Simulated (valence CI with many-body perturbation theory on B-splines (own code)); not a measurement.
**Rb23+: what the settings do**

Computed by valence CI with perturbative core correlation (CI+MBPT): four valence electrons over a frozen Dirac-Fock core [Ne], a basis of 6 s, 6 p, 5 d, 3 f, 1 g functions for each j, with the one-electron correlation potential Σ1 (screened to all orders), the two-electron term Σ2, the three-electron term Σ3, Breit, model QED; selected single and double excitations, second order for the rest, scaled by the run's own slope (own B-spline code, finite nucleus).

No measured levels were compared; by estimate levels of excited configurations hold to 0.05 to 0.15 % of their energy, terms of the ground configuration to about 0.5 %.

The reference run has the lowest level 3s²3p² ³P_0 and an ionisation energy of 1079.32 eV. Its largest variational space holds 9997 state functions.

Names give the largest LS component (configuration and term), which can be under half, so a name can repeat, a term be missing and a line seem to break the LS rules; names also repeat where a configuration has a term twice.

Changed runs:
A. natural orbitals for correlation on → off
B. core polarisation of operators on → off
C. scale of Σ1 1 → 0.8; Breit term on → off; QED terms on → off
D. start configuration 3s2 3p2 → 3s2 3p3 (bad on purpose)

Excitation energies of the reference run in cm⁻¹, and shifts in cm⁻¹:

| Level | Reference | A | B | C |
| --- | --- | --- | --- | --- |
| 3s²3p² ³P_1 | 79929 | -277 | 0 | +1654 |
| 3s²3p² ³P_2 | 107730 | +153 | 0 | +2106 |
| 3s²3p² ¹D_2 | 211026 | +277 | 0 | +3561 |
| 3s²3p² ¹S_0 | 282983 | +1055 | 0 | +3201 |
| 3s3p³ ⁵S°_2 | 501536 | -1645 | 0 | +3406 |
| 3s3p³ ³D°_1 | 610621 | -153 | 0 | +3068 |
| 3s3p³ ³D°_2 | 623276 | -443 | 0 | +3805 |
| 3s3p³ ³D°_3 | 654013 | -419 | 0 | +4887 |
| 3s3p³ ³P°_0 | 718603 | +270 | 0 | +4017 |
| 3s3p³ ¹D°_2 | 724943 | -61 | 0 | +4522 |
| 3s3p³ ³P°_1 | 729113 | +158 | 0 | +4515 |
| 3s3p³ ³P°_2 | 793861 | +75 | 0 | +5215 |
| Ionisation energy (eV) | 1079.32 | -0.21 | 0 | +0.49 |

No effect on these energies: B.

Run D: It gave no result: the electrons of core and valence do not add up to the charge. The program said: "core and valence hold 15 electrons, the ion has 14".
